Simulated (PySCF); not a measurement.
hydrogen chloride (HCl), singlet, at a GFN2-xTB geometry, with bond 2-1 at 2.4 times its length. Base run: CASSCF(2,4)/6-31G* (PySCF).

Input for PySCF:
```python
from pyscf import gto, scf, mcscf
import numpy

mol = gto.M(
    atom='''
Cl   -0.000000   -0.000000   -0.070946
H     0.000000    0.000000    2.993905
''',
    basis='6-31g*',
    charge=0,
    spin=0,
    verbose=3,
)

mf = scf.RHF(mol)
mf.kernel()
mc = mcscf.CASSCF(mf, 4, 2)
mc.fix_spin_(ss=0.0)
mc.kernel()
occ = numpy.linalg.eigvalsh(mc.fcisolver.make_rdm1(mc.ci, mc.ncas, mc.nelecas))[::-1]
ss = mc.fcisolver.spin_square(mc.ci, mc.ncas, mc.nelecas)[0]
print('natural occupations', occ.round(4), ' <S^2>', round(ss, 4))
```

Variants of this job, named by their change:

| change | ΔE vs base (kcal/mol) | natural occupations | <S^2> of the state |
|---|---|---|---|
| base | 0.000 | 1.25 0.75 0.00 0.00 | 0.00 |
| orbitals = fixed (CASCI); correction = SC-NEVPT2 | -69.2 | 1.27 0.73 0.00 0.00 | 0.00 |
| active space = 6 electrons, 8 orbitals | -28.76 | 1.99 1.98 1.25 0.75 0.01 0.01 0.01 0.01 | 0.00 |
| fix_spin_ = off | 0.000 | 1.25 0.75 0.00 0.00 | 0.00 |
| start = MP2 natural orbitals | 0.013 | 1.25 0.75 0.00 0.00 | 0.00 |
| state_average = 2 states | 3.58 | - | - |
| active space = 4 electrons, 4 orbitals | -3.76 | 1.99 1.24 0.76 0.01 | 0.00 |
| active space = 8 electrons, 8 orbitals | -28.64 | 1.99 1.99 1.99 1.24 0.76 0.01 0.01 0.01 | 0.00 |
| orbitals = fixed (CASCI) | 7.04 | 1.27 0.73 0.00 0.00 | 0.00 |
| conv_tol = 1e-5 | 0.032 | 1.24 0.76 0.00 0.00 | 0.00 |
| correction = SC-NEVPT2 | -72.2 | 1.25 0.75 0.00 0.00 | 0.00 |

Active orbitals are taken around the Fermi level unless the row says otherwise; CASSCF can end in different local minima, and two programs can end on different orbitals. State-averaged rows give the lowest state.
